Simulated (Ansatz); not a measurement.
**Relative stability**

Two relaxed structures of CHBBr, doublet (PBE0-D4/def2-TZVP; forces vanish, vibrations not checked).

A:

| atom | x (Å) | y (Å) | z (Å) |
| --- | --- | --- | --- |
| B1 | 0.2812 | -0.1282 | 0.3284 |
| C2 | 0.3412 | -0.6844 | -1.0328 |
| Br3 | -1.1779 | 0.7935 | -0.6814 |
| H4 | 0.5650 | 0.0384 | 1.4611 |

B:

B1  (-0.288, 0.119, -0.368)
C2  (0.517, -0.214, 0.660)
Br3  (-1.383, 0.574, -1.769)
H4  (1.154, -0.479, 1.476)
(Å)

Program: Ansatz 0.2.0. Basis: def2-TZVPP. Cores are frozen in the correlated methods; orbitals are unrestricted. Filled d shells of the heavier atoms are correlated. The def2 sets are not built for correlating such inner shells, so the correlated values are less sure here. B3LYP uses VWN-RPA correlation.

(1) Which structure is lower at CCSD(T), and by how much? (Judge from chemistry; the value comes from the calculation.)

No T1 diagnostic of these runs exceeds 0.021. ⟨S²⟩ of the unrestricted Hartree–Fock references: 0.76 to 0.77 (a pure state has 0.75).

## Answers

(1) The calculation gives: B, by 41.25 kcal/mol (electronic energy, against the other). By their contacts, A is CHBBr ([BH]1[C][Br]1) and B is CHBBr ([CH][B][Br]).

All methods give the same order:

```
   method  E(B) − E(A) (kcal/mol)
   PBE-D4                  -39.30
r2SCAN-D4                  -41.46
  PBE0-D4                  -41.29
 B3LYP-D4                  -41.79
  wB97M-V                  -40.94
       HF                  -43.75
      MP2                  -45.11
     CCSD                  -42.61
  CCSD(T)                  -41.25
```

Labels in which every atom is bracketed show which atoms are joined, not bond orders.

For scale, one of the runs: CCSD(T)/def2-TZVPP, 124 basis functions, launched by `ansatz run in.yaml --threads 2 --pin off --events-out ev --progress --plain --max-ram 4352MiB`. Time: 59 s of wall clock on 2 CPU threads of an Arm Neoverse V2; the host was shared. Peak host memory: 1.3 GiB.
